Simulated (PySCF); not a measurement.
# NMR problem set

No solvent, non-relativistic Hamiltonian, one conformer, rapidly exchanging positions averaged. GIAO PBE0/pcSseg-1 shieldings; structure optimised with GFN2-xTB; PySCF 2.14.0 with density-fitted response routines.

Referencing at the same level of theory: 1H, 13C vs TMS. Splittings of carbon signals by F and P are missing where no couplings were computed. Where no couplings were computed, multiplicities follow the n + 1 count of equivalent neighbours, and m marks all less simple cases (inequivalent or close neighbours, rings, F or P nearby). Shifts are as computed. Against solution values, carbons near 30 ppm lie about +3 ppm off and those near 130 ppm about +5 ppm. Of 1211 compounds with measured shifts, 218 miss one by over three times the rms of a fit or turn the order of signals round; such compounds aren't used in these exercises. OH and NH positions are gas-phase values without hydrogen bonding to other molecules.

Q: C3H8F2O2Si2. 1H NMR (500 MHz, computed): δ 6.81 (m, 1H), 6.14 (m, 1H), 5.03 (m, 1H), 4.71 (m, 1H), 3.35 (s, 3H), 2.31 (br s, 1H). 13C{1H} NMR (computed): δ 150.8 (CH), 127.4 (CH), 103.2 (CH2). Give a structure.

A: `InChI=1S/C3H8F2O2Si2/c1-2-7-9(6,8)3(4)5/h2-3,6H,1H2,8H3/t9-/m1/s1`. The formula gives 1 degree of unsaturation (no ring in the answer). 3 carbon signals for 3 carbons: no two carbons are equivalent. Carbon types of the structure: 2 × CH, 1 × CH2, leaving 4 H on heteroatoms. δC 150.8: alkene carbon bearing oxygen; an sp2 carbon further deshielded by the attached heteroatom. δC 127.4: sp3 CH bonded to 2 F and Si; 2 electronegative neighbours deshield it. δC 103.2: β carbon of an enol-ether or enamine type C=C; the O or N lone pair pushes π density onto this β carbon and shields it. δH 6.81: hydrogen on an alkene carbon bearing oxygen; a vinylic proton, deshielded by the sp2 carbon and the C=C anisotropy.

The data come from this structure; uniqueness wasn't tested.

Q: C6H11ClO2Si. 1H NMR (400 MHz, computed): δ 5.42 (m, 1H), 3.90 (m, 1H), 3.78 (m, 1H), 3.52 (m, 1H), 3.41 (m, 1H), 3.13 (m, 1H), 0.70 (m, 1H), 0.61 (m, 1H), 0.44 (m, 1H), 0.39 (m, 1H), 0.04 (m, 1H). 13C{1H} NMR (computed): δ 85.5 (CH), 77.6 (CH2), 67.1 (CH2), 16.9 (CH), 5.8 (CH2), 3.6 (CH2). Give a structure.

A: `Cl[Si@@H]1COC[C@H](C2CC2)O1`. The formula gives 2 degrees of unsaturation (2 rings in the answer). 6 carbon signals for 6 carbons: no two carbons are equivalent. Carbon types of the structure: 2 × CH, 4 × CH2, leaving 1 H on heteroatoms. δC 85.5: sp3 CH bonded to O; deshielded by the electronegative neighbour. δC 77.6: sp3 CH2 bonded to O; pulled downfield by the heteroatom. δC 67.1: sp3 CH2 bonded to O and Si; the inductive effect lowers its shielding. δH 0.70, 0.61, 0.44, 0.39, 0.04: hydrogen on a three-membered-ring carbon; cyclopropane-type protons are shielded by the ring.

This is the structure that produced the data.
